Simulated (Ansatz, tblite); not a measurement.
Removing and adding an electron: [Au(NH3)2]+ (AuN₂H₆⁺). Charge 1, multiplicity 1. Geometry: PBE-D4/def2-TZVP. Ansatz, gas phase; energy differences of separate SCF runs; the oxidised species was run as a doublet alone; the reduced species was run as a doublet alone.

```
atom    x (Å)    y (Å)    z (Å)
 Au1   0.0000  -0.0001   0.0000
  N2   0.5911   0.0525   1.9739
  H3   0.9564   0.9763   2.2312
  H4   1.3301  -0.6341   2.1622
  H5  -0.1908  -0.1559   2.6049
  N6  -0.5911  -0.0525  -1.9739
  H7  -1.3727   0.5891  -2.1482
  H8  -0.8974  -0.9926  -2.2484
  H9   0.1745   0.2173  -2.6016
```

In the def2 sets Au takes a core potential; there is no spin–orbit coupling. The xTB rows come from tblite.

```
              level  −HOMO (eV)  vertical IE (eV)  −LUMO (eV)  vertical EA (eV)  HOMO–LUMO gap (eV)  IE − EA (eV)
   PBE-D4/def2-TZVP       11.19             14.89        5.79              3.50                5.40         11.39
r2SCAN-D4/def2-TZVP       11.40             14.87        5.36              3.28                6.03         11.59
  PBE0-D4/def2-TZVP       12.35             14.82        4.80              3.24                7.55         11.59
```

(1) Estimate the rows for GFN1-xTB, GFN2-xTB.

## Answers

(1) 
```tsv
level	−HOMO (eV)	vertical IE (eV)	−LUMO (eV)	vertical EA (eV)	HOMO–LUMO gap (eV)	IE − EA (eV)
GFN1-xTB	16.28	19.88	11.32	7.60	4.96	12.28
GFN2-xTB	15.39	19.87	8.53	5.21	6.86	14.66
```

   Raw xTB energy differences between charge states are shifted by several eV; the methods need an empirical correction for them.
